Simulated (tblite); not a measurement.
Species: C₆H₇NO₂P (charge -1).
Z-matrix (Å and degrees, GFN2-xTB geometry), rows numbered from 1:
```
C 
P   1  1.8540
O   2  1.4923  1  110.77
O   2  1.4921  1  110.79  3  -133.84
C   2  1.8529  1   99.71  3   112.95
C   5  1.3920  2  113.95  1   178.86
C   6  1.3785  5  119.61  2   179.51
C   7  1.3902  6  118.06  5    -0.07
C   8  1.3835  7  117.98  6     0.01
N   9  1.3243  8  124.16  7     0.04
H   1  1.0858  2  110.20  3  -174.22
H   1  1.0856  2  110.09  3   -52.65
H   1  1.0898  2  107.15  3    66.54
H   6  1.0805  5  117.29  2    -0.41
H   7  1.0844  6  121.52  5  -179.90
H   8  1.0824  7  121.21  6   179.99
H   9  1.0869  8  120.46  7  -179.89
```

All values are computed: GFN2-xTB (tblite) harmonic vibrations without scaling, gas phase. This tight-binding method is rough: wavenumbers can miss measured ones by several per cent, in bad cases by 10 to 20. One conformer, not necessarily the lowest.

Harmonic wavenumbers (cm⁻¹): 32.0, 85.9, 116.6, 151.4, 235.6, 236.2, 280.9, 291.1, 346.6, 445.4, 467.5, 480.7, 595.9, 688.1, 707.2, 717.5, 745.4, 804.5, 810.1, 884.5, 906.7, 927.8, 1000.4, 1082.5, 1089.2, 1109.9, 1152.0, 1164.1, 1224.1, 1249.4, 1280.9, 1297.9, 1394.7, 1443.4, 1451.7, 1455.7, 1555.1, 1581.5, 2984.4, 2992.3, 3014.1, 3024.6, 3032.3, 3044.1, 3077.3.

A = 2476, B = 832.5, C = 719.3 MHz; mass 156.021 u (most abundant isotopes); point group Cs, symmetry number 1.

Q: Zero-point energy?

A: Half the sum of the wavenumbers: 26330 cm⁻¹ = 75.28 kcal/mol.

Q: Entropy at 200 K, 1 bar (ideal gas, RRHO, classical rotation)?

A: Translation 39.09, rotation 28.57, vibration 18.46: S = 86.1 cal/(mol K).

Q: And Cp and H(200 K) − H(0)?

A: Cp = 28.18 cal/(mol K), of which vibrations give 20.24 (their classical limit is 45 R = 89.4); H(200 K) − H(0) = 3.59 kcal/mol without the zero-point energy, 2.00 from vibrations.

Q: What must be added to the electronic energy to get the Gibbs energy at 200 K and 1 bar?

A: ZPE + [H(200 K) − H(0)] − T·S = 75.28 + 3.59 − 17.22 = 61.65 kcal/mol.

Q: Blend soft modes into free rotors: weight 1/[1 + (100 cm⁻¹/ν̃)⁴] for the oscillator and the rest for a rotor with moment μB/(μ + B), μ = h/(8π²ν), B = 10⁻⁴⁴ kg m². What vibrational entropy results?

A: 16.96 cal/(mol K) in place of 18.46, which changes −T·S at 200 K by +0.30 kcal/mol.

Hindered rotation and anharmonicity are outside this model. Other conformers, if any are populated, would add a mixing term that is left out.

The run took 0.72 s of wall time on one thread, Intel Xeon Platinum 8488C (x86_64) (shared host). This covers the Hessian and the dipole derivatives.
